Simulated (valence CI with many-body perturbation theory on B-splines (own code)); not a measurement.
**E1 transitions of Tm³⁸⁺**

Calculated by relativistic CI+MBPT: three valence electrons over a frozen Dirac-Fock core [Ar] 3d10, a basis of 11 s, 11 p, 9 d, 7 f, 5 g, 2 h, 1 i functions for each j, with the one-electron correlation potential Σ1, the two-electron term Σ2, the three-electron term Σ3, Breit, model QED; selected CI, second order for the rest (own B-spline code, finite nucleus).

No measured spectrum was set against this ion. As an estimate, large intervals hold to a few tenths of a per cent, small ones and those within an open d or f shell to about a per cent.

Lines 1 to 50 of 270 in falling wavelength, among levels below 3848.3 × 10³ cm⁻¹, chosen from the strongest by gf and those to the six lowest levels. Wavelengths and rates use the calculated energies. Electric multipoles are in the length gauge, E1 and E2 with the static RPA response of the core. Weak lines are less certain than strong ones. Lines between different terms over intervals too small for the method are left out, as are lines whose strength nearly cancels. Where a level lies close to another of its J and parity, the split of strength between their lines is uncertain. The highest levels of a list are the least certain.

Levels are named by their leading jj configuration (3d3/2^4 stands for four electrons in 3d with j = 3/2), which in mixed levels can hold well under half, so a name can repeat and another be missing. Letters in brackets count levels of one name in rising energy.

| λ vac (Å) | Upper | Lower | A (s⁻¹) | S (a.u.) |
| --- | --- | --- | --- | --- |
| 739.2 | (4s 4p1/2^2) J=1/2 | (4s^2 4p3/2) J=3/2 | 3.00e+06 | 1.19e-03 |
| 177.8 | (4s 4p1/2 4f7/2) J=9/2 | (4s^2 4f7/2) J=7/2 | 4.85e+09 | 1.35e-01 |
| 171.4 | (4p1/2 4p3/2 4d5/2) J=7/2 [b] | (4s^2 4f5/2) J=5/2 | 5.97e+09 | 1.19e-01 |
| 171.1 | (4s 4p1/2 4d3/2) J=5/2 | (4s^2 4d3/2) J=3/2 | 7.66e+09 | 1.14e-01 |
| 170.1 | (4s 4p1/2 4p3/2) J=3/2 [a] | (4s^2 4p3/2) J=3/2 | 1.65e+09 | 1.60e-02 |
| 168.5 | (4p1/2 4p3/2 4d3/2) J=7/2 | (4s 4p3/2 4d3/2) J=5/2 [b] | 6.42e+09 | 1.21e-01 |
| 168.1 | (4s 4p1/2 4d5/2) J=7/2 | (4s^2 4d5/2) J=5/2 | 6.55e+09 | 1.23e-01 |
| 164.5 | (4s 4p1/2 4f5/2) J=5/2 [c] | (4s^2 4f5/2) J=5/2 | 4.20e+09 | 5.54e-02 |
| 163.5 | (4p1/2^2 4d5/2) J=5/2 | (4s 4p1/2 4d5/2) J=3/2 | 4.35e+09 | 5.63e-02 |
| 159.7 | (4p1/2 4p3/2 4d5/2) J=9/2 | (4s 4p3/2 4d5/2) J=7/2 [b] | 6.40e+09 | 1.29e-01 |
| 156.7 | (4p1/2^2 4d5/2) J=5/2 | (4p1/2 4p3/2^2) J=5/2 | 4.81e+09 | 5.48e-02 |
| 154.5 | (4s 4p1/2 4p3/2) J=5/2 | (4s^2 4p3/2) J=3/2 | 1.05e+10 | 1.14e-01 |
| 153.4 | (4p1/2 4p3/2 4d5/2) J=7/2 [c] | (4s 4p3/2 4d5/2) J=5/2 [b] | 1.01e+10 | 1.44e-01 |
| 151.0 | (4p1/2^2 4d3/2) J=3/2 | (4s 4p1/2 4d3/2) J=3/2 [b] | 1.17e+10 | 7.95e-02 |
| 150.8 | (4p1/2 4p3/2 4d3/2) J=7/2 | (4s 4p3/2 4d3/2) J=7/2 | 7.85e+09 | 1.06e-01 |
| 150.8 | (4p1/2 4p3/2 4d3/2) J=5/2 | (4s 4p3/2 4d3/2) J=5/2 [a] | 9.39e+09 | 9.53e-02 |
| 150.6 | (4p1/2^2 4d3/2) J=3/2 | (4s 4p1/2 4d3/2) J=1/2 | 1.03e+10 | 6.93e-02 |
| 150.5 | (4p1/2^2 4p3/2) J=3/2 | (4s 4p1/2 4p3/2) J=1/2 | 9.58e+09 | 6.44e-02 |
| 150.5 | (4p1/2 4p3/2 4d5/2) J=9/2 | (4s 4p3/2 4d5/2) J=7/2 [a] | 6.70e+09 | 1.13e-01 |
| 150.4 | (4p1/2 4p3/2 4d5/2) J=3/2 [b] | (4s 4p3/2 4d5/2) J=3/2 [b] | 1.19e+10 | 8.00e-02 |
| 148.9 | (4p1/2 4p3/2 4d5/2) J=1/2 | (4s 4p3/2 4d5/2) J=3/2 [b] | 2.07e+10 | 6.74e-02 |
| 148.1 | (4p1/2 4p3/2 4d5/2) J=7/2 [c] | (4s^2 4f7/2) J=7/2 | 6.42e+09 | 8.24e-02 |
| 148.0 | (4p1/2 4p3/2^2) J=5/2 | (4s 4p3/2^2) J=3/2 | 8.43e+09 | 8.10e-02 |
| 147.4 | (4p1/2 4p3/2 4d3/2) J=7/2 | (4s 4p3/2 4d3/2) J=5/2 [a] | 3.98e+09 | 5.03e-02 |
| 147.2 | (4s 4p1/2^2) J=1/2 | (4s^2 4p1/2) J=1/2 | 2.12e+10 | 6.66e-02 |
| 146.2 | (4s 4p1/2 4d3/2) J=3/2 [b] | (4s^2 4d3/2) J=3/2 | 8.80e+09 | 5.43e-02 |
| 145.6 | (4p1/2^2 4p3/2) J=3/2 | (4s 4p1/2 4p3/2) J=3/2 [b] | 1.29e+10 | 7.85e-02 |
| 145.1 | (4p1/2 4p3/2 4d3/2) J=3/2 [a] | (4s 4p3/2 4d3/2) J=3/2 | 1.25e+10 | 7.56e-02 |
| 145.1 | (4s 4p1/2 4f7/2) J=9/2 | (4s 4p3/2 4d5/2) J=7/2 [b] | 3.55e+09 | 5.36e-02 |
| 145.0 | (4p1/2 4p3/2 4d5/2) J=7/2 [b] | (4s 4p3/2 4d5/2) J=7/2 [a] | 4.24e+09 | 5.10e-02 |
| 144.5 | (4p1/2 4p3/2 4d5/2) J=3/2 [b] | (4s 4p3/2 4d5/2) J=1/2 | 1.30e+10 | 7.77e-02 |
| 144.1 | (4p1/2 4p3/2 4d3/2) J=1/2 [a] | (4s 4p3/2 4d3/2) J=1/2 [a] | 1.90e+10 | 5.60e-02 |
| 143.8 | (4p1/2 4p3/2 4d5/2) J=5/2 [a] | (4s 4p3/2 4d5/2) J=7/2 [a] | 1.22e+10 | 1.07e-01 |
| 141.5 | (4p1/2 4p3/2^2) J=1/2 | (4s 4p3/2^2) J=1/2 | 3.20e+10 | 8.94e-02 |
| 140.9 | (4s 4p1/2 4f5/2) J=5/2 [b] | (4s 4p3/2 4d3/2) J=5/2 [b] | 7.79e+09 | 6.46e-02 |
| 140.7 | (4p1/2 4p3/2 4d3/2) J=3/2 [b] | (4s 4p3/2 4d5/2) J=3/2 [a] | 9.39e+09 | 5.16e-02 |
| 140.7 | (4p1/2 4p3/2^2) J=5/2 | (4s^2 4d5/2) J=5/2 | 1.06e+10 | 8.69e-02 |
| 138.0 | (4p1/2 4p3/2 4d5/2) J=7/2 [a] | (4s 4p3/2 4d5/2) J=9/2 | 1.76e+10 | 1.83e-01 |
| 137.4 | (4s 4p1/2 4f7/2) J=9/2 | (4s 4p3/2 4d5/2) J=7/2 [a] | 3.51e+09 | 4.50e-02 |
| 137.2 | (4p1/2 4p3/2 4d5/2) J=3/2 [a] | (4s 4p3/2 4d5/2) J=5/2 [a] | 2.48e+10 | 1.26e-01 |
| 136.6 | (4s 4p1/2 4f7/2) J=7/2 [b] | (4s 4p3/2 4d5/2) J=7/2 [a] | 7.11e+09 | 7.15e-02 |
| 136.3 | (4s 4p1/2 4p3/2) J=3/2 [b] | (4s^2 4p3/2) J=3/2 | 1.34e+10 | 6.71e-02 |
| 135.8 | (4p1/2 4p3/2^2) J=3/2 | (4s 4p3/2^2) J=5/2 | 2.43e+10 | 1.20e-01 |
| 135.6 | (4s 4p1/2 4d5/2) J=3/2 | (4s^2 4d5/2) J=5/2 | 1.76e+10 | 8.67e-02 |
| 134.9 | (4p1/2^2 4d5/2) J=5/2 | (4s 4p1/2 4d5/2) J=5/2 [b] | 1.97e+10 | 1.43e-01 |
| 134.8 | (4p1/2 4p3/2 4d5/2) J=5/2 [b] | (4s 4p3/2 4d5/2) J=5/2 [a] | 1.18e+10 | 8.56e-02 |
| 133.7 | (4s 4p1/2 4f5/2) J=5/2 [a] | (4s 4p3/2 4d3/2) J=7/2 | 8.27e+09 | 5.86e-02 |
| 133.5 | (4s 4p1/2 4d5/2) J=7/2 | (4s 4p3/2^2) J=5/2 | 4.62e+09 | 4.34e-02 |
| 132.6 | (4p1/2^2 4d5/2) J=5/2 | (4s 4p1/2 4d5/2) J=7/2 | 4.34e+10 | 2.99e-01 |
| 132.3 | (4s 4p1/2 4p3/2) J=1/2 | (4s^2 4p3/2) J=3/2 | 2.01e+10 | 4.59e-02 |
